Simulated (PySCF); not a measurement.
## Fractional electron number in Ni²⁺ (nickel, charge +2)

The 3d beta orbital of [Ar] 3d8 is emptied in steps (occupation f), with all orbitals relaxed, ending at [Ar] 3d7. All numbers are calculated (PySCF 2.14, the non-relativistic Hamiltonian (point nucleus), in def2-TZVP). The exact energy is a straight line in f; departures are measured from the line between the end points of the same method.

```json
{"f": "1", "BHandHLYP (eV)": "0.000", "wB97X (eV)": "0.000", "B3LYP (eV)": "0.000"}
{"f": "0.75", "BHandHLYP (eV)": "-0.508", "wB97X (eV)": "-0.606", "B3LYP (eV)": "-1.185"}
{"f": "0.5", "BHandHLYP (eV)": "-0.693", "wB97X (eV)": "-0.823", "B3LYP (eV)": "-1.595"}
{"f": "0.25", "BHandHLYP (eV)": "-0.531", "wB97X (eV)": "-0.626", "B3LYP (eV)": "-1.207"}
{"f": "0", "BHandHLYP (eV)": "0.000", "wB97X (eV)": "0.000", "B3LYP (eV)": "0.000"}
```

**Question.** For B3LYP, how does the orbital energy at f = 1 compare with the removal energy?

**Answer.** −ε = 30.023 eV against a total-energy difference of 36.274 eV. By Janak's theorem ε = ∂E/∂f, so the gap between them reflects the curvature. Along the path −ε is 33.068 (f = 0.75), 36.214 (f = 0.5), 39.451 (f = 0.25) eV.

```
   method  E(f=0) − E(f=1) (eV)  −ε at f=1 (eV)  −ε at f=0.5 (eV)
BHandHLYP                35.569          32.930            35.507
    wB97X                35.844          32.678            35.789
    B3LYP                36.274          30.023            36.214
```

Reference removal energy between the ground levels: 35.187 ± 0.019 eV (measured; NIST Atomic Spectra Database, ionization energies). The calculation has no spin-orbit coupling. The determinant left behind need not be the lowest term of the ion.
